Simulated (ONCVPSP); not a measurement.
## Pseudopotential generation for O (Z = 8): ONCV, PBE, scalar-relativistic.

ONCVPSP 4.0.1 was run on this input:

```
# ATOM AND REFERENCE CONFIGURATION
# atsym  z   nc   nv     iexc    psfile
  O 8.00    1    2        4      upf
#
#   n    l    f
    1    0    2.00
    2    0    2.00
    2    1    4.00
#
# PSEUDOPOTENTIAL AND OPTIMIZATION
# lmax
    2
#
#   l,   rc,      ep,       ncon, nbas, qcut
    0    0.90    0.00    4    8    7.60
    1    1.30    0.00    3    8    8.40
    2    1.15    0.37    4    8    9.70
#
# LOCAL POTENTIAL
# lloc, lpopt,  rc(5),   dvloc0
    0    5    0.90    0.00
#
# VANDERBILT-KLEINMAN-BYLANDER PROJECTORs
# l, nproj, debl
    0    0    1.90
    1    2    1.00
    2    3    3.30
#
# MODEL CORE CHARGE
# icmod, fcfact, rcfact
    3    3.00    1.65
#
# LOG DERIVATIVE ANALYSIS
# epsh1, epsh2, depsh
   -2.00    5.00    0.02
#
# OUTPUT GRID
# rlmax, drl
    6.00    0.01
#
# TEST CONFIGURATIONS
# ncnf
    4
# nvcnf
#   n    l    f
    2
    2    0    2.00
    2    1    3.00
#
    2
    2    0    2.00
    2    1    2.00
#
    2
    2    0    2.00
    2    1    1.00
#
    2
    2    0    1.00
    2    1    4.00
#
```

Command:

```bash
oncvpsp.x < O.dat > O.out
```

Resulting log (shortened: citation, most of the input echo, consistency checks and plot data are left out):

```
ONCVPSP  (Optimized Norm-Conservinng Vanderbilt PSeudopotential)
scalar-relativistic version 4.0.1

#   n    l    f        energy (Ha)
    1    0    2.00    -1.8914769E+01
    2    0    2.00    -8.8057190E-01
    2    1    4.00    -3.3186936E-01

Reference configufation results
  iterations    20
  all-electron total energy (Ha)   -7.50018258D+01

Begin loop to  construct optimized pseudo wave functions
and semi-local pseudopoentials for all angular momenta

Calculating optimized projector #   1

 for l=   0

    Fraction of norm inside rc  0.366182
    Optimizing pswf for qcut=   7.58 a_B^-1,  ecut=  28.75 Ha
    Residual kinetic energy error=  2.76D-03 Ha

    Energy error per electron        Cutoff
         Ha          eV             Ha
         0.01000     0.27211       21.80
         0.00100     0.02721       56.23
         0.00010     0.00272      197.36
         0.00001     0.00027      231.68

   Wellstate for l =  1  n =  3
     eigenvalue =   0.6681
     asymptotic potential =   1.1681
     half-point radius =  3.4893

Calculating optimized projector #   1

 for l=   1

    Fraction of norm inside rc  0.614672
    Optimizing pswf for qcut=   8.41 a_B^-1,  ecut=  35.37 Ha
    Residual kinetic energy error=  5.12D-05 Ha

    Energy error per electron        Cutoff
         Ha          eV             Ha
         0.01000     0.27211       22.51
         0.00100     0.02721       28.50
         0.00010     0.00272       33.99
         0.00001     0.00027      123.40

Calculating optimized projector #   2

 for l=   1

    Fraction of norm inside rc  0.136753
    Optimizing pswf for qcut=   8.41 a_B^-1,  ecut=  35.37 Ha
    Residual kinetic energy error=  4.80D-05 Ha

    Energy error per electron        Cutoff
         Ha          eV             Ha
         0.01000     0.27211       21.33
         0.00100     0.02721       28.20
         0.00010     0.00272       33.84
         0.00001     0.00027       51.36

   Wellstate for l =  2  n =  3
     eigenvalue =   0.3700
     asymptotic potential =   0.8700
     half-point radius =  6.4133

   Wellstate for l =  2  n =  5
     eigenvalue =   3.6700
     asymptotic potential =   4.1700
     half-point radius =  3.3284

   Wellstate for l =  2  n =  6
     eigenvalue =   6.9700
     asymptotic potential =   7.4700
     half-point radius =  2.9537

Calculating optimized projector #   1

 for l=   2

    Fraction of norm inside rc  0.002900
    Optimizing pswf for qcut=   9.68 a_B^-1,  ecut=  46.88 Ha
    Residual kinetic energy error=  7.16D-08 Ha

    Energy error per electron        Cutoff
         Ha          eV             Ha
         0.01000     0.27211        1.60
         0.00100     0.02721        5.88
         0.00010     0.00272       15.06
         0.00001     0.00027       26.50

Calculating optimized projector #   2

 for l=   2

    Fraction of norm inside rc  0.092464
    Optimizing pswf for qcut=   9.68 a_B^-1,  ecut=  46.88 Ha
    Residual kinetic energy error=  2.02D-05 Ha

    Energy error per electron        Cutoff
         Ha          eV             Ha
         0.01000     0.27211       17.43
         0.00100     0.02721       29.49
         0.00010     0.00272       40.40
         0.00001     0.00027       50.01

Calculating optimized projector #   3

 for l=   2

    Fraction of norm inside rc  0.078744
    Optimizing pswf for qcut=   9.68 a_B^-1,  ecut=  46.88 Ha
    Residual kinetic energy error=  1.41D-04 Ha

    Energy error per electron        Cutoff
         Ha          eV             Ha
         0.01000     0.27211       25.41
         0.00100     0.02721       37.51
         0.00010     0.00272       48.32
         0.00001     0.00027       77.72

Construct Vanderbilt / Kleinmman-Bylander projectors

B matrix Hermiticity error, ll=   1
   1   2    4.9188E-05

  Orthonormal projector coefficients -7.7744E+00 -1.4799E+00

B matrix Hermiticity error, ll=   2
   1   2   -1.0383E-05
   1   3    2.5427E-05
   2   3    1.0630E-04

  Orthonormal projector coefficients -1.0589E+01 -4.1350E+00  1.3243E+00

Model core correction analysis
  based on d2Exc/dn_idn_j

d2excae - all-electron derivatives

   -5.340139D-02   -4.550065D-02
   -4.550282D-02   -4.343596D-02

d2excps - pseudofunction derivatives with no core correction

   -5.200444D-02   -4.736368D-02
   -4.736508D-02   -4.507803D-02

rms 2nd derivative error    1.701964E-03

rmatch, rhocmatch    0.3874   10.0381

Teter function model core charge with specified parameters

d2excps - pseudofunction derivatives with core correction

   -5.042975D-02   -4.623393D-02
   -4.623506D-02   -4.393907D-02

rms 2nd derivative error    1.593550E-03

Pseudoatom total energy  -15.723958

Diagnostic tests using Vanderbilt-Kleinman-Bylander pseudopotentials
  1 or more projectors used as specified by nproj input data

   l    rcore       rmatch      e in        delta e   norm test  slope test

   0   0.9004558   0.9277956  -0.8805719  -0.0000187   0.9999982   1.0000827

   1   1.3047798   1.3443958  -0.3318694  -0.0000526   1.0000141   0.9998992
   1   1.3047798   1.3443958   0.6681306  -0.0000122   1.0000827   1.0000827

   2   1.1507464   1.1856856   0.3700000   0.0000461   1.0000599   1.0000599
   2   1.1507464   1.1856856   3.6700000   0.0001357   1.0001306   1.0001306
   2   1.1507464   1.1856856   6.9700000   0.0001217   1.0002933   1.0002933

 Testing for bound ghosts
   n   l    E NL Schr. Eq   E Basis Diag.   E Cutoff

   2   1       -0.331922       -0.322157    177.32

 Testing for highly-localized positive-energy ghosts
       l    <radius>/rc     E Basis Diag.   E Cutoff

Test configuration 0

   n   l     f        eae           eps        diff
   1   0  2.0000  -18.91476935
   2   0  2.0000   -0.88057190   -0.88059059   -1.87D-05
   2   1  4.0000   -0.33186936   -0.33192195   -5.26D-05

    Total energies and differences
      AE_ref= -7.50018258D+01  AE_tst= -7.50018258D+01  dif=  0.00D+00
      PS_ref= -1.57239583D+01  PS_tst= -1.57239583D+01  dif= -1.60D-14
      PSP excitation error=  1.60D-14

Test configuration 1

   n   l     f        eae           eps        diff
   1   0  2.0000  -19.60819054
   2   0  2.0000   -1.45761465   -1.45750723    1.07D-04
   2   1  3.0000   -0.89851879   -0.89600316    2.52D-03

    Total energies and differences
      AE_ref= -7.50018258D+01  AE_tst= -7.43980121D+01  dif=  6.04D-01
      PS_ref= -1.57239583D+01  PS_tst= -1.51209720D+01  dif=  6.03D-01
      PSP excitation error=  8.27D-04

Test configuration 2

   n   l     f        eae           eps        diff
   1   0  2.0000  -20.49678569
   2   0  2.0000   -2.14418580   -2.14097573    3.21D-03
   2   1  2.0000   -1.58911092   -1.57706441    1.20D-02

    Total energies and differences
      AE_ref= -7.50018258D+01  AE_tst= -7.31637494D+01  dif=  1.84D+00
      PS_ref= -1.57239583D+01  PS_tst= -1.38931436D+01  dif=  1.83D+00
      PSP excitation error=  7.26D-03

Test configuration 3

   n   l     f        eae           eps        diff
   1   0  2.0000  -21.56493167
   2   0  2.0000   -2.92121457   -2.90849346    1.27D-02
   2   1  1.0000   -2.38713604   -2.35256538    3.46D-02

    Total energies and differences
      AE_ref= -7.50018258D+01  AE_tst= -7.11841145D+01  dif=  3.82D+00
      PS_ref= -1.57239583D+01  PS_tst= -1.19353974D+01  dif=  3.79D+00
      PSP excitation error=  2.92D-02

Test configuration 4

   n   l     f        eae           eps        diff
   1   0  2.0000  -19.61220693
   2   0  1.0000   -1.46270236   -1.46481997   -2.12D-03
   2   1  4.0000   -0.90252812   -0.90363857   -1.11D-03

    Total energies and differences
      AE_ref= -7.50018258D+01  AE_tst= -7.38383737D+01  dif=  1.16D+00
      PS_ref= -1.57239583D+01  PS_tst= -1.45596284D+01  dif=  1.16D+00
      PSP excitation error= -8.78D-04
```

The run took about 4.5 s on one core of a shared server CPU.
